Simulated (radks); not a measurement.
Cl7+, configuration [Ne].

Calculated with a radial shooting solver on a logarithmic mesh with Libxc functionals: Dirac Kohn-Sham, relativistic LDA (MacDonald-Vosko exchange, VWN5 correlation), spin-unpolarised, spherical densities, finite nucleus; Fermi nuclear charge, rms radius 3.3654 fm.

Energy parts (hartree):
| part | energy |
|---|---|
| total | -444.83384 |
| kinetic | 446.56170 |
| electron-nucleus | -1009.75431 |
| Hartree | 141.49185 |
| exchange-correlation | -23.13308 |

Orbitals (lengths in bohr, moments of r in powers of bohr; r(max) is where P^2 peaks; r(90%) holds 90 % of the orbital's charge):
orbital  occ.  eigenvalue (hartree)   r(max)  r(90%)  <1/r>
1s1/2       2             -105.6815  0.05968   0.163  16.62
2s1/2       2             -14.03982   0.3612   0.687  3.338
2p1/2       2             -11.91361   0.2977   0.660  3.263
2p3/2       4             -11.84952   0.2995   0.663  3.239

The highest occupied level is 2p3/2 at -322.44 eV. The density falls to 0.001 e/bohr^3 at r = 1.41 bohr. Summed over all electrons, <r^2> = 1.673 bohr^2, which gives a Langevin (diamagnetic) susceptibility term of -1.33 x 10^-6 cm^3/mol. For comparison, the ionisation energy in NIST's Atomic Spectra Database is 348.31 eV (measured). In exact Kohn-Sham theory the highest level is minus the ionisation energy, but local and semilocal functionals leave it too shallow, through self-interaction and a potential that decays too fast; potentials with the right tail come closer. The electron density at the nucleus is 3536 e/bohr^3.
